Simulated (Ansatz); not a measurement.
# Energy profile

The step: BNH₂F₂ ([NH2][B]([F])[F]) → BNHF ([NH][B][F]) + HF; bonds formed: F2–H4; bonds broken: B1–F2, N3–H4 (atoms numbered as in the saddle structure below).

B1  (-0.481, 0.005, -0.389)
F2  (-0.092, 1.256, 0.955)
N3  (0.574, -0.687, -0.094)
H4  (0.596, 0.524, 0.917)
F5  (-1.572, 0.431, -0.932)
H6  (0.975, -1.529, -0.457)
(Å)

Electronic energies by CCSD(T) at an estimated basis limit (MP2 extrapolated from triple and quadruple zeta, plus CCSD(T) − MP2 in triple zeta), on PBE0-D4/def2-TZVP structures; BNH₂F₂, singlet; no counterpoise correction. Computed with Ansatz 0.2.0 (basis: def2-TZVPP and def2-QZVPP); correlated methods freeze the cores. Extrapolation: Hartree–Fock as exp(−7.88 √X), correlation as X^−2.97.

(1) Give the profile in kJ/mol, counted from the start structure. (An estimate is asked for; the value comes from the calculation.)

The T1 diagnostic stays at or below 0.014.

Results:

(1) Computed:
```
                                                                                 point  kJ/mol
                                                                       start structure     0.0
                                                                                saddle   347.3
                                                                         end structure   307.4
separated: BNHF (linked as [NH][B][F]; B1, N3, F5, H6; singlet) + HF (F2, H4; singlet)   333.0
```

For scale, one of the runs: CCSD(T)/def2-TZVPP, 152 basis functions (an equivalent command: `ansatz run in.yaml --threads 2`). The run took 21 s on 2 CPU threads (shared host), with 1.1 GiB of host memory at its peak.
